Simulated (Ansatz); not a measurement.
Input for Ansatz (a first-principles code): R-r2SCAN/def2-TZVPPD on HF (SMILES F) with ghost functions, monomers drawn apart or pushed together. Files ending in .json are basis or fitting sets from the Basis Set Exchange.

Ansatz 0.2 input:
```yaml
crystal:
  periodic: [false, false, false]
  atoms:
    - {symbol: F, position_ang: [-0.11084606, -0.27438190, -0.45428820]}
    - {symbol: H, position_ang: [-0.07941079, -0.21394166, 0.47618334]}
basis:
  gaussian:
    orbitals: def2-TZVPPD.json
    ghost_atoms:
      - {symbol: C, position_ang: [-0.01886014, -0.09544884, 2.28614262]}
      - {symbol: O, position_ang: [0.01837923, -0.02202826, 3.40437686]}
hamiltonian:
  xc: {name: r2SCAN}
scf: {lower_state_search: off}
```

It printed:

```
WARN ansatz: RAYON_NUM_THREADS=1 ignored (pool sized by the plan → 1); use --threads N
Functional definition: r2SCAN
these checks for a lower state are left out or cut short: stability, starts, cluster_reference, orbital_swaps, neighbouring_geometries, increment
integrals: 0.03 GiB planned
594 factors; their error is unknown
mean field: 0.32 GiB planned
mean field evaluation 1: about -2731.8252 eV, gradient 3.4e1 eV
mean field evaluation 2: about -2728.5329 eV, gradient 6.0e1 eV
mean field evaluation 4: about -2733.3482 eV, gradient 3.8e-1 eV
mean field evaluation 8: about -2733.3473 eV, gradient 1.3e-3 eV
mean field -2733.34733381 eV, -100.4486617881 hartree, gradient 6.8e-6 eV, S^2 0.000000; 0 other end points of the search recorded, 0 dependent functions left out
reference -2733.34734692 eV, -100.4486622701 hartree; 5, 5 occupied and 129, 129 virtual orbitals, 594 factors
Total energy: -2733.34734692 eV, -100.4486622701 hartree
Checks for a lower state left out: stability, starts, cluster_reference, orbital_swaps, neighbouring_geometries, increment
```

The run converged.

Cost: very roughly 1.0 core-seconds.
